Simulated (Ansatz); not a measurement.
Input for Ansatz (a first-principles code): R-wB97M-V/def2-TZVPP on CH4STe (SMILES CS[TeH]), a point of a torsion scan. Elements past Kr take the def2 small-core potentials; no spin–orbit coupling.

Ansatz 0.2 input:
```yaml
crystal:
  periodic: [false, false, false]
  atoms:
    - {symbol: C, position_ang: [-1.09676404, -0.10360966, 0.03502696]}
    - {symbol: S, position_ang: [0.57112320, 0.37951990, -0.52065527]}
    - {symbol: Te, position_ang: [0.15778226, 1.67347196, -2.48008967]}
    - {symbol: H, position_ang: [-1.71316435, -0.36093291, -0.81904570]}
    - {symbol: H, position_ang: [-1.54515565, 0.71240442, 0.59385529]}
    - {symbol: H, position_ang: [-0.96615175, -0.96614802, 0.67941624]}
    - {symbol: H, position_ang: [0.15988522, 0.35434653, -3.47420671]}
basis:
  gaussian:
    orbitals: def2-TZVPP
hamiltonian:
  xc: {name: wB97M-V}
scf: {lower_state_search: off}
```

Output:

```
WARN ansatz: RAYON_NUM_THREADS=1 ignored (pool sized by the plan → 1); use --threads N
Functional definition: wB97M-V
these checks for a lower state are left out or cut short: stability, starts, cluster_reference, orbital_swaps, neighbouring_geometries, increment
integrals: 0.13 GiB planned
1118 factors; their error is unknown
integrals: 0.16 GiB planned
249 factors; integrals over basis functions are off by at most 3.2e-5 eV
mean field: 1.04 GiB planned
mean field evaluation 1: about -19227.6933 eV, gradient 3.0e1 eV
mean field evaluation 2: about -19228.4744 eV, gradient 2.3e1 eV
mean field evaluation 4: about -19229.7658 eV, gradient 8.1e-1 eV
mean field evaluation 8: about -19229.8107 eV, gradient 4.5e-1 eV
mean field evaluation 16: about -19229.8110 eV, gradient 1.7e-4 eV
mean field -19229.81096804 eV, -706.6825186416 hartree, gradient 6.0e-6 eV, S^2 0.000000; 0 other end points of the search recorded, 0 dependent functions left out
reference -19229.81101233 eV, -706.6825202689 hartree; 25, 25 occupied and 154, 154 virtual orbitals, 1118 factors
Total energy: -19229.81101233 eV, -706.6825202689 hartree
Checks for a lower state left out: stability, starts, cluster_reference, orbital_swaps, neighbouring_geometries, increment
```

Self-consistency was reached.

Cost: about 13 core-seconds (a rough figure).
